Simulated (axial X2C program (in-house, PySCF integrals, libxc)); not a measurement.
# What spin–orbit coupling does to PI⁻

Computed with an axial X2C code built on PySCF integrals. Spin-free means the one-electron spin-free X2C Hamiltonian; two-component (2c) means X2C with spin–orbit coupling and atomic mean-field two-electron Coulomb and Gaunt terms, so the difference of the two also holds small scalar two-electron terms. Basis: I dyall-acv3z [12s13p9d5f1g], P dyall-av3z [9s8p3d2f] (cores contracted in-house); Gaussian nuclei, density fitting, unrestricted open shells. Masses: I 126.904 u, P 30.974 u.

Spin-free state: M_S = 1/2, Λ = 1 (beyond evenly filled blocks: π+α, π+β, π-α); fragments I- + P.

```csv
level,Re (Å),ωe (cm⁻¹),De (eV),μ (D)
PBE0,2.498,299.9,0.597,-5.17
B97-3,2.520,290.5,0.737,-5.18
```

Dipoles are positive if P is the positive end and refer to the centre of mass.

Problem. Within this multiplet, which Ω should lie lowest by the rule for regular and inverted multiplets?

Solution. The open π shell holds three electrons, one hole, so the multiplet is inverted: Ω = Λ + 1/2 = 3/2. The PBE0 2c search agrees, though Ω = 1/2 of the search lies only 0.07 eV higher.

Two-component determinant lowest at the distance of the search:

Ω = 3/2 (⟨Sz⟩ = 0.50, ⟨Lz⟩ = 1.00 at PBE0); fragments I- + P.

```
level  Re (Å)  ωe (cm⁻¹)  De (eV)  μ (D)
 PBE0   2.497      299.9    0.642  -5.28
B97-3   2.518      290.5    0.782  -5.29
```

Problem. From the two tables, how do the constants change at the PBE0 level (2c against spin-free)?

Solution. At the PBE0 level Re falls by 0.001 Å and ωe stays the same within 0.2 cm⁻¹; De changes by 0.045 eV.

The state is a single determinant with fixed occupations, the lowest that a limited PBE0 search found. Dissociation energies refer to the lowest single-determinant-based atoms at the same level and basis. Density functionals use the spin component along the axis (collinear). The functionals have no current-density term, which raises determinants with orbital currents, atoms included. The atomic limit has a lower orbital projection than the molecule and lies lower at mean-field level, so De may be about a tenth of an eV too small. The highest occupied level of some functionals is positive through self-interaction error; at Hartree–Fock it is bound.
